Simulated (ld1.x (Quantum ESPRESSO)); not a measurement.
**Configuration tests for scandium (Sc) (TM)**

ld1.x (Quantum ESPRESSO) 7.5 input, shortened:

```
&input
   title='Sc', zed=21., rel=1, dft='PBE', iswitch=3,
   config='[Ar] 3d1 4s2 4p0'
 /
 &inputp
   pseudotype=2, tm=.true., lloc=0,
   nlcc=.true., rcore=0.90
 /
3
4P  2  1   0.00   0.00  3.30  3.30  0.0
3D  3  2   1.00   0.00  1.80  1.80  0.0
4S  1  0   2.00   0.00  2.85  2.85  0.0
 &test
   configts(1)='3d1 4s2 4p0'
 /
```

Energies are relative to the spin-unpolarised reference configuration 3d1 4s2 4p0; without spin polarisation the order of configurations can differ from experiment. The frozen-core shift is the all-electron ΔE with the core orbitals held at their reference shape minus the fully relaxed ΔE.

| valence configuration | charge | ΔE all-electron (eV) | error AE − PS (meV) | frozen-core shift (meV) |
| --- | --- | --- | --- | --- |
| 3d1 4s1 4p0 | +1 | 6.897 | -4.4 | +2.4 |
| 3d1 4s0 4p0 | +2 | 19.665 | -38 | +24 |
| 3d1 4s1.5 4p0 | +0.5 | 2.754 | -0.9 | +0.5 |
| 3d0 4s2 4p0 | +1 | 8.381 | -371 | +406 |
| 3d1 4s1 4p1 | 0 | 2.779 | -3.0 | +1.3 |

Q: What are ΔE and the potential's error for 3d2 4s0 4p0?

A: ΔE = 7.578 eV all-electron; the error (AE − PS) is -320 meV.

Q: What are ΔE and the potential's error for 3d1 4s0 4p1?

A: ΔE = 10.327 eV all-electron; the error (AE − PS) is -14 meV.

Levels in the configuration 3d1 4s1.5 4p0:

| level | all-electron (eV) | pseudo (eV) |
| --- | --- | --- |
| 3d | -6.435 | -6.414 |
| 4s | -6.868 | -6.871 |
